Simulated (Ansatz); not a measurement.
Consider the formal hydrolysis of the Si–F bond: `F/C=N/[SiH2]F` + H₂O → `O[SiH2]/N=C/F` + H–F.

Gas-phase electronic energies from Ansatz, PBE0-D4/def2-TZVP geometries. CCSD(T)/CBS adds triple-zeta CCSD(T) − MP2 to the extrapolated MP2 energy (def2 sets, frozen cores). This one scheme is used for every species. Double bonds are as drawn, so ΔE can hold a change between cis and trans. DFT in def2-TZVPP. B3LYP here is the variant with VWN-RPA as its local correlation; programs differ in this. HSE06 is defined as in plane-wave codes. One conformer a species, not always the lowest.

```
             level  ΔE (kJ/mol)  difference from CCSD(T)/CBS
       LDA (SPW92)         42.1                         -2.9
            PBE-D4         44.5                         -0.5
         revPBE-D4         42.7                         -2.3
           BLYP-D4         47.7                          2.7
         r2SCAN-D4         47.2                          2.2
           PBE0-D4         43.7                         -1.3
          B3LYP-D4         47.2                          2.2
        r2SCANh-D4         46.5                          1.5
        r2SCAN0-D4         45.6                          0.6
          HSE06-D4         43.5                         -1.5
          BHLYP-D4         47.6                          2.6
      CAM-B3LYP-D4         48.1                          3.1
           ωB97X-V         46.8                          1.8
           ωB97M-V         46.2                          1.2
            B2PLYP         47.2                          2.2
          PBE-QIDH         43.2                         -1.8
            revPBE         47.2                          2.2
              BLYP         51.2                          6.2
              PBE0         45.1                          0.1
             B3LYP         49.8                          4.8
           r2SCANh         47.0                          2.0
           r2SCAN0         46.2                          1.2
             HSE06         44.8                         -0.2
         CAM-B3LYP         49.6                          4.6
           LC-ωPBE         46.6                          1.6
RPA@PBE/def2-TZVPP         44.1                         -0.9
       HF/def2-SVP         50.6                          5.6
      MP2/def2-SVP         44.5                         -0.5
     CCSD/def2-SVP         46.9                          1.9
  CCSD(T)/def2-SVP         46.1                          1.1
     HF/def2-TZVPP         51.0                          6.0
    MP2/def2-TZVPP         41.7                         -3.3
   CCSD/def2-TZVPP         44.6                         -0.4
CCSD(T)/def2-TZVPP         43.4                         -1.6
     HF/def2-QZVPP         52.3                          7.3
    MP2/def2-QZVPP         43.1                         -1.9
SCS-MP2/def2-QZVPP         45.5                          0.5
      HF/CBS(def2)         52.4                          7.4
     MP2/CBS(def2)         43.3                         -1.7
    CCSD/CBS(def2)         46.2                          1.2
       CCSD(T)/CBS         45.0                            0
```

Largest T1 diagnostic among the species: 0.013.

In def2-TZVPP, CCSD(T) changes the Hartree–Fock value by −7.6 kJ/mol (the triples alone add −1.2 kJ/mol) and MP2 by −9.2 kJ/mol. Leaving LDA and LC-ωPBE aside and taking each functional with its dispersion term where it has one, the values spread over 5.4 kJ/mol, from revPBE-D4 to CAM-B3LYP-D4. LDA lies −4.0 kJ/mol from PBE without D4.
